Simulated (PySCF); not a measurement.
## Electron correlation in Sr (strontium, neutral)

[Kr] 5p2, high-spin 3P determinant (an excited configuration). Calculation: PySCF 2.14, in def2-QZVPPD with the def2 core potential (28 electrons) (7s5p4d3f, 63 functions); a scalar-relativistic core potential. Frozen: nothing; 10 electrons correlated.

```csv
level,correlation energy (mhartree)
CCSD,-230.00
(T),-9.43
CCSD(T),-239.43
```

Diagnostics: T1 = 0.020, D1 = 0.0630, largest double amplitude 0.324.

A double-excitation amplitude exceeds 0.15, a sign of near-degeneracy.

Cost of the coupled-cluster step: roughly 8 core-seconds, for 10 correlated electrons.

The basis has no tight functions for the innermost shells, so their pair energies are far from complete.

This basis was not built for core-valence correlation, so the inner-shell part is incomplete.
